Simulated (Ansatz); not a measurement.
Calculated with Ansatz (gas phase, PBE0-D4/def2-TZVP geometries, no zero-point term in ΔE). CCSD(T)/CBS is the MP2 limit (def2-TZVPP, def2-QZVPP) plus CCSD(T) − MP2 in def2-TZVPP, frozen cores. This one scheme is used for every species. Functionals use def2-TZVPP. B3LYP here is the variant with VWN-RPA as its local correlation; programs differ in this. Each species was taken in one conformer, which may not be the lowest.

Reaction (ligand exchange at the Si–O bond): `[SiH3]OB(Cl)Cl` + `O[SiH2][AlH2]` → `[AlH2][SiH2]O[SiH3]` + `OB(Cl)Cl`

```csv
level,ΔE (kJ/mol),difference from CCSD(T)/CBS
PBE-D4,-15.1,-0.7
r2SCAN-D4,-16.1,-1.7
PBE0-D4,-16.1,-1.7
B3LYP-D4,-15.7,-1.3
ωB97X-V,-15.5,-1.1
ωB97M-V,-15.2,-0.8
B2PLYP,-16.2,-1.8
PBE,-15.7,-1.3
r2SCAN,-16.2,-1.8
PBE0,-16.6,-2.2
B3LYP,-16.8,-2.4
HF/def2-TZVPP,-19.0,-4.6
MP2/def2-TZVPP,-14.8,-0.4
SCS-MP2/def2-TZVPP,-15.7,-1.3
CCSD/def2-TZVPP,-16.3,-1.9
CCSD(T)/def2-TZVPP,-15.5,-1.1
HF/def2-QZVPP,-19.3,-4.9
MP2/def2-QZVPP,-14.3,0.1
SCS-MP2/def2-QZVPP,-15.3,-0.9
HF/CBS(def2),-19.4,-5.0
MP2/CBS(def2),-13.7,0.7
CCSD/CBS(def2),-15.2,-0.8
CCSD(T)/CBS,-14.4,0
```

Largest T1 diagnostic among the species: 0.012.

In def2-TZVPP, CCSD(T) changes the Hartree–Fock value by +3.5 kJ/mol (the triples alone add +0.7 kJ/mol) and MP2 by +4.2 kJ/mol.
